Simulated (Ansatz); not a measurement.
## TiO₂, singlet: CASSCF and its corrections

Calculated in Ansatz's Gaussian-basis code. Basis def2-SVP, nonrelativistic, 7 orbitals frozen in the corrections. State-specific CASSCF; RHF is the lowest restricted (open-shell) Hartree–Fock solution met. A minimal or small basis: far from the basis limit. No symmetry is imposed, so a solution can break that of the shape. The lowest solution met needn't be the lowest there is, nor hold the orbitals that a chemist would pick.

Geometry:

```xyz
3

O     0.0000    0.9227    1.3679
Ti    0.0000    0.0000    0.0000
O     0.0000    0.9227   -1.3679
```

(1) What do CASSCF and its corrections give against RHF in CAS(12,9), and what are the occupations?

Results:

(1) CASSCF -4.538 eV, SC-NEVPT2 -18.730 eV; occupations 2.00, 2.00, 1.99, 1.95, 1.93, 1.93, 0.08, 0.07, 0.05.
